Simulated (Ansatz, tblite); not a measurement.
Cost and result up the ladder for (HCd-mu-Cl)2 (Cd₂H₂Cl₂) (6 atoms). Charge 0, multiplicity 1. Geometry: PBE-D4/def2-SVP.

```
atom   x (Å)   y (Å)   z (Å)
 Cd1   1.807   0.065   0.427
  H2   3.438   0.121   0.818
 Cl3   0.074  -1.741  -0.050
 Cd4  -1.807  -0.064  -0.428
  H5  -3.441  -0.123  -0.806
 Cl6  -0.071   1.742   0.039
```

Ansatz on 4 threads of Arm Neoverse V2 on a shared host; xTB runs through tblite on one thread. Times are rough, summed over both states, and most runs start from the orbitals of an earlier one. PBE0-D4/def2-TZVP serves as the yardstick here, not as an exact answer. The other state is a triplet.

In the def2 sets Cd takes a core potential; there is no spin–orbit coupling. The xTB rows come from tblite.

xTB has no spin-polarisation term.

```json
{"level": "r2SCAN-D4/def2-TZVP (with forces)", "functions": "166", "vertical triplet (eV)": "5.17", "difference from PBE0-D4/def2-TZVP (eV)": "-0.14"}
{"level": "GFN1-xTB", "functions": "30", "vertical triplet (eV)": "5.80", "difference from PBE0-D4/def2-TZVP (eV)": "0.49"}
{"level": "GFN2-xTB", "functions": "28", "vertical triplet (eV)": "6.70", "difference from PBE0-D4/def2-TZVP (eV)": "1.38"}
{"level": "PBE0-D4/def2-TZVP", "functions": "166", "vertical triplet (eV)": "5.31", "difference from PBE0-D4/def2-TZVP (eV)": "0.00"}
```

Problem. Estimate how long each takes.

Solution. GFN1-xTB 0.006 s; GFN2-xTB 0.006 s; PBE0-D4/def2-TZVP 9.2 s; r2SCAN-D4/def2-TZVP (with forces) 13 s. On shared hardware such times vary by a factor of up to 3.
